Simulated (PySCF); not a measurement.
lanthanum atom (La), doublet (typed; the unrestricted solution is spin-contaminated) (core potentials on La); PBE0/def2-SV(P) in PySCF.

PySCF was given this input:
```python
from pyscf import gto, scf, dft

mol = gto.Mole()
mol.atom = '''
    La    0.00000000    0.00000000    0.00000000
'''
mol.basis = 'def2-sv(p)'
mol.ecp = {'La': 'def2-sv(p)'}
mol.spin = 1
mol.verbose = 4
mol.build()

mf = dft.UKS(mol)
mf.xc = 'pbe0'
mf.kernel()
mf.analyze()
```

It wrote (shortened):

```
PySCF version 2.14.0

[INPUT] verbose = 4
[INPUT] num. atoms = 1
[INPUT] num. electrons = 11
[INPUT] charge = 0
[INPUT] spin (= nelec alpha-beta = 2S) = 1
[INPUT] symmetry False subgroup None
[INPUT] Mole.unit = angstrom
[INPUT] Symbol           X                Y                Z      unit          X                Y                Z       unit  Magmom
[...]
nuclear repulsion = 0
number of shells = 11
number of NR pGTOs = 50
number of NR cGTOs = 25
basis = def2-sv(p)
ecp = {'La': 'def2-sv(p)'}

******** <class 'pyscf.dft.uks.UKS'> ********
method = UKS
initial guess = minao
damping factor = 0
level_shift factor = 0
DIIS = <class 'pyscf.scf.diis.CDIIS'>
diis_start_cycle = 1
diis_space = 8
diis_damp = 0
SCF conv_tol = 1e-09
SCF conv_tol_grad = None
SCF max_cycles = 50
direct_scf = True
direct_scf_tol = 1e-13
number electrons alpha = 6  beta = 5
XC library pyscf.dft.libxc version 7.1.2
    S. Lehtola, C. Steigemann, M. J. T. Oliveira, and M. A. L. Marques,  SoftwareX 7, 1–5 (2018)
XC functionals = pbe0
    C. Adamo and V. Barone,  J. Chem. Phys. 110, 6158 (1999)
    M. Ernzerhof and G. E. Scuseria,  J. Chem. Phys. 110, 5029 (1999)
radial grids:
    Treutler-Ahlrichs [JCP 102, 346 (1995); DOI:10.1063/1.469408] (M4) radial grids

becke partition: Becke, JCP 88, 2547 (1988); DOI:10.1063/1.454033
pruning grids: <function nwchem_prune>
grids dens level: 3
symmetrized grids: False
atomic radii adjust function: <function treutler_atomic_radii_adjust>
small_rho_cutoff = 0
Set gradient conv threshold to 3.16228e-05
tot grids = 24704
init E= -28.3490966135802

cycle= 1 E= -31.2225223527199  delta_E= -2.87  |g|= 0.356  |ddm|= 7.41
cycle= 2 E= -31.2966690757369  delta_E= -0.0741  |g|= 0.38  |ddm|= 2.87
cycle= 3 E= -31.4540641286509  delta_E= -0.157  |g|= 0.085  |ddm|=  2.1
cycle= 4 E= -31.4662762676034  delta_E= -0.0122  |g|= 0.011  |ddm|= 0.88
cycle= 5 E= -31.4678403521347  delta_E= -0.00156  |g|= 0.00953  |ddm|= 0.155
cycle= 6 E= -31.4696692903803  delta_E= -0.00183  |g|= 0.00562  |ddm|= 0.226
cycle= 7 E= -31.4703886092868  delta_E= -0.000719  |g|= 0.002  |ddm|= 0.269
cycle= 8 E= -31.4704059868253  delta_E= -1.74e-05  |g|= 0.000939  |ddm|= 0.0673
cycle= 9 E= -31.4704224914668  delta_E= -1.65e-05  |g|= 0.000295  |ddm|= 0.0239
cycle= 10 E= -31.4704244353625  delta_E= -1.94e-06  |g|= 8.25e-05  |ddm|= 0.00941
cycle= 11 E= -31.4704245909572  delta_E= -1.56e-07  |g|= 6.94e-05  |ddm|= 0.00345
cycle= 12 E= -31.4704246611666  delta_E= -7.02e-08  |g|= 6.67e-06  |ddm|= 0.00203
cycle= 13 E= -31.4704246619058  delta_E= -7.39e-10  |g|= 1.62e-06  |ddm|= 0.000183
Extra cycle  E= -31.4704246619404  delta_E= -3.46e-11  |g|= 1.08e-06  |ddm|= 2.06e-05
converged SCF energy = -31.4704246619404  <S^2> = 1.36165  2S+1 = 2.5390155
**** SCF Summaries ****
Total Energy =                         -31.470424661940367
Nuclear Repulsion Energy =               0.000000000000000
One-electron Energy =                  -51.885150635380242
Two-electron Energy =                   20.414725973439875
Two-electron Coulomb Energy =           24.585533678750192
DFT Exchange-Correlation Energy =       -4.170807705310317
**** MO energy ****
                             alpha | beta                alpha | beta
[...]
spin_pop of  0 La 5s        0.00072
spin_pop of  0 La 6s        0.19358
spin_pop of  0 La 7s        0.00089
spin_pop of  0 La 8s       -0.00045
spin_pop of  0 La 9s        0.00030
spin_pop of  0 La 10s        0.00145
spin_pop of  0 La 5px      -0.00877
spin_pop of  0 La 5py       0.01008
spin_pop of  0 La 5pz       0.01022
spin_pop of  0 La 6px       0.00949
spin_pop of  0 La 6py      -0.01030
spin_pop of  0 La 6pz      -0.01045
spin_pop of  0 La 7px      -0.00073
spin_pop of  0 La 7py       0.00022
spin_pop of  0 La 7pz       0.00022
spin_pop of  0 La 5dxy     -0.01008
spin_pop of  0 La 5dyz      0.00586
spin_pop of  0 La 5dz^2    -0.06987
spin_pop of  0 La 5dxz      0.00873
spin_pop of  0 La 5dx2-y2    0.59783
spin_pop of  0 La 6dxy     -0.01088
spin_pop of  0 La 6dyz      0.00179
spin_pop of  0 La 6dz^2    -0.05422
spin_pop of  0 La 6dxz      0.00291
spin_pop of  0 La 6dx2-y2    0.33146
In total             6.00000 | 5.00000
Dipole moment(X, Y, Z, Debye): -0.00000,  0.00000,  0.00000
```
